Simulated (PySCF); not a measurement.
**Nonlinear optical response: SMILES CC(C)=C=C(C)N(C)C, C$_{8}$H$_{15}$N**

Geometry:
```json
{"atom": "C1", "x (Å)": "2.599", "y (Å)": "-2.019", "z (Å)": "-0.716"}
{"atom": "C2", "x (Å)": "2.065", "y (Å)": "-0.730", "z (Å)": "-0.148"}
{"atom": "C3", "x (Å)": "3.084", "y (Å)": "0.360", "z (Å)": "0.068"}
{"atom": "C4", "x (Å)": "0.790", "y (Å)": "-0.562", "z (Å)": "0.133"}
{"atom": "C5", "x (Å)": "-0.464", "y (Å)": "-0.317", "z (Å)": "0.484"}
{"atom": "C6", "x (Å)": "-0.949", "y (Å)": "-0.675", "z (Å)": "1.865"}
{"atom": "N7", "x (Å)": "-1.379", "y (Å)": "0.325", "z (Å)": "-0.365"}
{"atom": "C8", "x (Å)": "-0.871", "y (Å)": "0.711", "z (Å)": "-1.654"}
{"atom": "C9", "x (Å)": "-2.735", "y (Å)": "-0.165", "z (Å)": "-0.387"}
{"atom": "H10", "x (Å)": "3.369", "y (Å)": "-2.449", "z (Å)": "-0.052"}
{"atom": "H11", "x (Å)": "1.802", "y (Å)": "-2.762", "z (Å)": "-0.852"}
{"atom": "H12", "x (Å)": "3.085", "y (Å)": "-1.844", "z (Å)": "-1.691"}
{"atom": "H13", "x (Å)": "3.571", "y (Å)": "0.632", "z (Å)": "-0.885"}
{"atom": "H14", "x (Å)": "2.629", "y (Å)": "1.263", "z (Å)": "0.496"}
{"atom": "H15", "x (Å)": "3.885", "y (Å)": "0.018", "z (Å)": "0.745"}
{"atom": "H16", "x (Å)": "-1.452", "y (Å)": "0.188", "z (Å)": "2.331"}
{"atom": "H17", "x (Å)": "-0.101", "y (Å)": "-0.970", "z (Å)": "2.494"}
{"atom": "H18", "x (Å)": "-1.663", "y (Å)": "-1.514", "z (Å)": "1.848"}
{"atom": "H19", "x (Å)": "0.065", "y (Å)": "1.274", "z (Å)": "-1.531"}
{"atom": "H20", "x (Å)": "-0.653", "y (Å)": "-0.156", "z (Å)": "-2.314"}
{"atom": "H21", "x (Å)": "-1.605", "y (Å)": "1.356", "z (Å)": "-2.160"}
{"atom": "H22", "x (Å)": "-3.374", "y (Å)": "0.557", "z (Å)": "-0.919"}
{"atom": "H23", "x (Å)": "-2.839", "y (Å)": "-1.148", "z (Å)": "-0.894"}
{"atom": "H24", "x (Å)": "-3.134", "y (Å)": "-0.265", "z (Å)": "0.631"}
```

Computed, not measured: PySCF 2.14.0, quadratic response CAM-B3LYP/def2-SVPD first hyperpolarisability, Taylor convention, gas phase. Geometry: PBE0-D3(BJ)/def2-SVP.

Give β for the processes computed.

In 10⁻³⁰ esu, Taylor convention; the vector part is βᵢ = ⅓ Σⱼ (βᵢⱼⱼ + βⱼᵢⱼ + βⱼⱼᵢ); β∥ is 3/5 of the vector part along the dipole, the dipole points from − to +:
```
                   process  λ (nm)  β vector norm    β∥  β HRS  depolarisation ratio
           static β(0;0,0)       ∞           2.09  0.35   0.89                  4.61
second harmonic β(−2ω;ω,ω)    1907           2.24  0.39   0.95                  4.65
         Pockels β(−ω;ω,0)    1907           2.14  0.36      –                     –
second harmonic β(−2ω;ω,ω)    1064           2.63  0.48   1.11                  4.72
         Pockels β(−ω;ω,0)    1064           2.25  0.39      –                     –
```

Which lowest excitations, dipole and polarisabilities go with it?

S1 4.92 eV (f = 0.004); S2 5.29 eV (f = 0.038); S3 6.04 eV (f = 0.203); dipole 0.60 D; isotropic α 115.4 au static, 115.9 au at 1907 nm, 116.8 au at 1064 nm, 117.1 au at 953.5 nm, 121.1 au at 532 nm.
